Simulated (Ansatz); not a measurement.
This Ansatz (a first-principles code) input (PBE/def2-QZVP) gives -958.05431 Eh with 197 basis functions. A basis named .json is the Basis Set Exchange file of that set (core-valence sets with the plain set on hydrogen).

Ansatz 0.2 input:
```yaml
crystal:
  periodic: [false, false, false]
  atoms:
    - {symbol: Cl, position_ang: [-1.40250737, -0.20014729, 0.02098688]}
    - {symbol: C, position_ang: [-0.03054783, 0.84410807, 0.00883340]}
    - {symbol: Cl, position_ang: [1.41328896, -0.09777321, -0.02410455]}
basis:
  gaussian:
    orbitals: def2-QZVP.json
hamiltonian:
  xc: {name: PBE}
magnetization: {spin_polarized: false}
```

Change:
```diff
- orbitals: def2-QZVP.json
+ orbitals: aug-pcseg-1.json
```

Task: What does the run give now?

Result: -957.94468 Eh (PBE/aug-pcseg-1, 77 functions), a change of +109.63 mEh.
